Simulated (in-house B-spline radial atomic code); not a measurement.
The outermost shell (largest non-relativistic mean radius) with and without relativity; Dirac values are averaged over j. Computed with an all-electron radial atomic-structure program (B-spline basis): non-relativistic Hartree-Fock and Dirac-Hartree-Fock, averages of the configuration (point nuclei without relativity, finite nuclei with it).

| ion | configuration | outermost shell | radius non-relativistic (bohr) | radius Dirac (bohr) | radius change (%) | level non-relativistic (eV) | level Dirac (eV) | spin-orbit splitting (eV) |
| --- | --- | --- | --- | --- | --- | --- | --- | --- |
| Mn5+ | [Ar] 3d2 | 3d | 0.90191 | 0.90447 | 0.28385 | -94.900 | -94.487 | 0.16223 |
| Fe5+ | [Ar] 3d3 | 3d | 0.86044 | 0.86291 | 0.28762 | -98.705 | -98.254 | 0.20575 |
| Co5+ | [Ar] 3d4 | 3d | 0.82285 | 0.82525 | 0.29143 | -102.454 | -101.96 | 0.25755 |
| Ni5+ | [Ar] 3d5 | 3d | 0.78861 | 0.79094 | 0.29525 | -106.153 | -105.62 | 0.31868 |
| Cu5+ | [Ar] 3d6 | ? | ? | ? | ? | ? | ? | ? |
| Zn5+ | [Ar] 3d7 | ? | ? | ? | ? | ? | ? | ? |
| Ga5+ | [Ar] 3d8 | 3d | 0.70185 | 0.704 | 0.30642 | -116.994 | -116.32 | 0.56971 |

Fill in the row of Cu5+.

outermost shell: 3d; radius non-relativistic (bohr): 0.75726; radius Dirac (bohr): 0.75953; radius change (%): 0.29903; level non-relativistic (eV): -109.807; level Dirac (eV): -109.23; spin-orbit splitting (eV): 0.39027.

Fill in the row of Zn5+.

outermost shell: 3d; radius non-relativistic (bohr): 0.72844; radius Dirac (bohr): 0.73065; radius change (%): 0.30277; level non-relativistic (eV): -113.419; level Dirac (eV): -112.79; spin-orbit splitting (eV): 0.47352.

Which member changes most?

Gallium (Ga5+): its 3d shell expands by 0.3 %.
